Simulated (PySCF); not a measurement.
FH7N2Si2, SMILES N([SiH2]F)[SiH2]N.

Geometry optimised at PBE-D3(BJ)/def2-SVP. The structure was generated by enumeration, and PubChem lists no compound with its InChIKey, so it may never have been made. One conformer was computed; it need not be the lowest.

These are TDA-B3LYP/def2-SVPD (PySCF) values and carry that method's errors.

Vertical excitations. Isolated molecule, no solvent.

Computed lowest excited states:
| state | energy (eV) | λ (nm) | f | main pairs |
|---|---|---|---|---|
| S1 | 6.25 | 198 | 0.062 | HOMO→LUMO 94 % |
| S2 | 6.79 | 183 | 0.046 | HOMO→LUMO+1 67 %, HOMO−1→LUMO 16 %, HOMO→LUMO+2 12 % |
| S3 | 7.03 | 176 | 0.033 | HOMO−1→LUMO 51 %, HOMO→LUMO+1 27 %, HOMO→LUMO+2 19 % |
| S4 | 7.24 | 171 | 0.022 | HOMO→LUMO+2 66 %, HOMO−1→LUMO 30 % |
| S5 | 7.53 | 165 | 0.012 | HOMO→LUMO+3 93 % |
| S6 | 7.58 | 164 | 0.016 | HOMO→LUMO+4 62 %, HOMO−1→LUMO+1 30 % |
| S7 | 7.74 | 160 | 0.077 | HOMO−1→LUMO+1 64 %, HOMO→LUMO+4 29 % |
| S8 | 7.88 | 157 | 0.003 | HOMO→LUMO+6 51 %, HOMO→LUMO+7 28 % |
| S9 | 7.94 | 156 | 0.013 | HOMO→LUMO+5 40 %, HOMO−1→LUMO+2 35 %, HOMO→LUMO+6 9 %, HOMO→LUMO+8 6 % |
| S10 | 8.04 | 154 | 0.008 | HOMO−1→LUMO+2 44 %, HOMO→LUMO+5 21 %, HOMO→LUMO+7 21 % |
| T1 | 5.87 | 211 | 0 | HOMO→LUMO 91 % |
| T2 | 6.41 | 193 | 0 | HOMO→LUMO+1 51 %, HOMO−1→LUMO 26 %, HOMO→LUMO+2 15 % |
| T3 | 6.74 | 184 | 0 | HOMO→LUMO+2 70 % |
| T4 | 6.85 | 181 | 0 | HOMO−1→LUMO 62 %, HOMO→LUMO+1 28 % |
Triplets are in the Tamm–Dancoff approximation.
